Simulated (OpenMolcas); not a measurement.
**Ar³⁺: effect of the basis set**

```yaml
Program: OpenMolcas
Method: CASSCF
Active_space: 5 electrons in 8 orbitals (3s 3p 4s 4p)
State_averaging: 2S+1 = 4 odd, 1 root; 2S+1 = 2 odd, 8 roots; 2S+1 = 4 even, 3 roots; 2S+1 = 2 even, 9 roots
Spin-orbit_coupling: RASSI with atomic mean-field integrals over the reference wave functions, term energies averaged over their components
```

A. ANO-RCC-VTZP [5s4p2d1f], DKH2, point nucleus; cost roughly 13 core-seconds
B. ANO-R2 [5s4p3d1f], X2C, finite nucleus; cost about 26 core-seconds
C. ANO-RCC-VQZP [6s5p3d2f1g], DKH2, point nucleus; cost roughly 12 core-seconds
D. ANO-RCC [8s7p5d4f2g], DKH2, point nucleus; cost of the order of 30 core-seconds

Energies in cm⁻¹ above 3s² 3p³ ⁴S°_3/2, the measured ground level; measured values from Saloman, J. Phys. Chem. Ref. Data 39, 033101 (2010).

```
          Level       A       B       C       D  Measured
3s² 3p³ ⁴S°_3/2     0.0     0.0     0.0     0.0       0.0
3s² 3p³ ²D°_3/2   25687   25785   25685   25696     21091
3s² 3p³ ²D°_5/2   25854   25956   25853   25864     21220
3s² 3p³ ²P°_1/2   35736   35916   35725   35741     34855
3s² 3p³ ²P°_3/2   35903   36090   35894   35910     35032
  3s 3p⁴ ⁴P_5/2  125841  125983  125867  125865    117563
  3s 3p⁴ ⁴P_3/2  126726  126867  126753  126755    118516
  3s 3p⁴ ⁴P_1/2  127233  127373  127260  127264    119043
  3s 3p⁴ ²D_3/2  176055  176087  176038  176048    145921
  3s 3p⁴ ²D_5/2  176159  176200  176142  176152    145999
  3s 3p⁴ ²S_1/2  201132  201217  201032  201057    177832
```

Deviations, from unrounded energies. A percentage is the sum of absolute deviations over the sum of measured energies, with the sign that they share, or ± where signs differ.

| Against measurement | Levels | A | B | C | D |
| --- | --- | --- | --- | --- | --- |
| mean absolute deviation (cm-1) | 10 | 12000 | 12000 | 12000 | 12000 |
| other terms of the ground configuration (%) | 4 | +9.8 | +10.3 | +9.8 | +9.8 |
| other configurations (%) | 6 | +13.1 | +13.2 | +13.1 | +13.1 |

A, B, C, D lie about equally close to measurement. The largest miss of C in the table is 3s 3p⁴ ²D_5/2, by +30000 cm-1. The ranking rests on the paired levels alone, and a cruder setting can come out closer through cancelling errors.

Among A to D the level of the table that moves most is 3s² 3p³ ²P°_3/2, by 200 cm-1 (lowest in C, highest in B).

Active for correlation alone: 4p 4s; no level in the range computed is led by a configuration that fills them, so any true level of that kind is missing. Terms of s pⁿ other than that of highest spin mix with s² pⁿ⁻² d, which this space lacks; all of them can be thousands of cm-1 off, and some have no real level of that name. Measured partners are found by configuration, term and J. A level has none where our copy of the source lacks it or the pairing is in doubt (some pairs that miss far off the trend of their configuration count as doubtful), and it then counts in no deviation. Levels of configurations outside the active space are missing. Levels that lie high or do not pair safely by name in every column are left out.

° marks odd parity.
